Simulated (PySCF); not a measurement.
**Where the electron goes**

Compound: C₆H₉ClSi.
Cartesian coordinates in Å at the GFN2-xTB level; atoms count from 1:
```
atom  x, y, z in Å
C1    -1.6015    1.6933    0.9970
C2    -1.2461    0.5218    0.4801
Si3   -2.0831   -1.1379    0.0993
C4    -0.2408   -1.3308   -0.4630
Cl5    0.7012   -2.5571    0.4518
C6     0.0650    0.0827   -0.0264
C7     1.2123    0.7522   -0.0912
C8     2.4971    0.2175   -0.6212
H9    -0.9051    2.5103    1.1085
H10   -2.6080    1.8790    1.3326
H11   -3.0472   -1.1568   -0.9987
H12   -2.4696   -1.9874    1.2181
H13   -0.0222   -1.5230   -1.5130
H14    1.2427    1.7728    0.2700
H15    2.8605    0.8525   -1.4297
H16    3.2524    0.2212    0.1650
H17    2.3855   -0.7981   -0.9890
```

Method: TDDFT wB97X-D/def2-SVPD, vertical, gas phase, core orbitals frozen in the response (PySCF 2.14.0, density-fitted response routines).

Kohn–Sham orbitals with the atoms that hold most of them (Löwdin shares over 4%, at most four atoms; ? is withheld):

```json
{"orbital": "LUMO+2", "ε (eV)": "2.17", "atoms": "Si3 36%, C1 12%, H11 8%, C7 6%"}
{"orbital": "LUMO+1", "ε (eV)": "1.55", "atoms": "Si3 39%, H11 12%, H12 11%, C4 8%"}
{"orbital": "LUMO", "ε (eV)": "?", "atoms": "?"}
{"orbital": "HOMO", "ε (eV)": "-8.42", "atoms": "?"}
{"orbital": "HOMO-1", "ε (eV)": "-9.51", "atoms": "Cl5 49%, C4 20%, Si3 13%, C2 5%"}
{"orbital": "HOMO-2", "ε (eV)": "-10.15", "atoms": "Cl5 68%, C4 12%, C6 6%"}
{"orbital": "HOMO-3", "ε (eV)": "-10.51", "atoms": "C2 29%, Si3 18%, C6 11%, C1 11%"}
```

**Question.** Which atoms hold the LUMO, and with what shares?

**Answer.** C1 (bonded to C and 2 H) 19%; C7 (bonded to 2 C and H) 17%; C2 (bonded to 2 C and Si) 16%; C6 (bonded to 3 C) 12%.

**Question.** Which atoms hold the HOMO, and with what shares?

**Answer.** C7 (bonded to 2 C and H) 24%; C1 (bonded to C and 2 H) 21%; C6 (bonded to 3 C) 20%; C2 (bonded to 2 C and Si) 14%.

**Question.** What is the LUMO energy, and the HOMO–LUMO gap?

**Answer.** ε(LUMO) = 0.06 eV; the gap is 8.48 eV (0.3117 hartree).

**Question.** The HOMO–LUMO gap is 8.48 eV. Where does the response calculation put the lowest singlet, and from which orbitals?

**Answer.** S1 is at 4.74 eV (f = 0.232), 3.74 eV below the gap, made of HOMO→LUMO (97%). Without the coupling terms of the response equations the lowest excitation would equal the gap.

**Question.** Give energy, strength and leading configuration of S1, S2, S4 and S5, and follow the Löwdin shares of the leading atoms from the occupied to the empty orbital.

**Answer.** 
- S1 (4.74 eV, f 0.232), HOMO→LUMO (97%): C7 24% → 17%, C1 21% → 19%
- S2 (5.23 eV, f 0.0076), HOMO-1→LUMO (85%): Cl5 49% → at most 13%, C4 20% → at most 13%, C1 at most 5% → 19%, C7 at most 5% → 17%
- S4 (5.94 eV, f 0.0057), HOMO-2→LUMO (80%): Cl5 68% → at most 13%, C4 12% → at most 13%, C1 at most 4% → 19%, C7 at most 4% → 17%
- S5 (6.08 eV, f 0.0019), HOMO→LUMO+1 (93%): C7 24% → at most 9%, C1 21% → at most 9%, Si3 at most 15% → 39%, H11 at most 15% → 12%

Löwdin shares depend on the basis, the more so with diffuse functions.
